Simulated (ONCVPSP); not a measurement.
# Si: ONCV pseudisation with revPBE, scalar-relativistic reference atom.

ONCVPSP 4.0.1 input, shortened (lines: element, Z, core and valence counts, functional; n l f; lmax; l rc ep ncon nbas qcut; lloc lpopt rc5 dvloc0; l nproj debl; icmod fcfact rcfact), revPBE, scalar-relativistic:

```
  Si 14.00    1    4  -102130      upf
    1    0    2.00
    2    0    2.00
    2    1    6.00
    3    0    2.00
    3    1    2.00
    1
    0    1.10    0.00    3    7   14.00
    1    0.75    0.00    4    8   17.70
    4    5    0.55    1.00
    0    3    2.90
    1    2    0.80
    3    4.75    1.15
```

All-electron outer shells of the reference configuration (revPBE, scalar-relativistic, ld1.x):

```json
{"shell": "1s", "level (eV)": "-1786.33", "outermost node (bohr)": "–", "outermost maximum (bohr)": "0.07"}
{"shell": "2s", "level (eV)": "-139.61", "outermost node (bohr)": "0.15", "outermost maximum (bohr)": "0.45"}
{"shell": "2p", "level (eV)": "-95.53", "outermost node (bohr)": "–", "outermost maximum (bohr)": "0.39"}
{"shell": "3s", "level (eV)": "-10.78", "outermost node (bohr)": "0.72", "outermost maximum (bohr)": "1.80"}
{"shell": "3p", "level (eV)": "-4.06", "outermost node (bohr)": "0.72", "outermost maximum (bohr)": "2.17"}
```

Results:

| Quantity | Value |
| --- | --- |
| Cutoffs needed | 128 Ha and 144 Ha (the cutoffs (Ha) at which the residual kinetic energy of the hardest occupied pseudo-wave falls to 1 and 0.1 mHa per electron) |
| Ghost test | no bound ghost flagged; no localised positive-energy state flagged |
| Largest excitation error | +2.0 meV (all-electron minus pseudo) for 2s2 2p6 3s2 3p0, out of 4 test configurations |
| rms error of d²Exc/dni dnj | 1.60 mHa without and 2.07 mHa with the model core |

Generation and tests took about 4.4 s on one core of a shared server CPU.
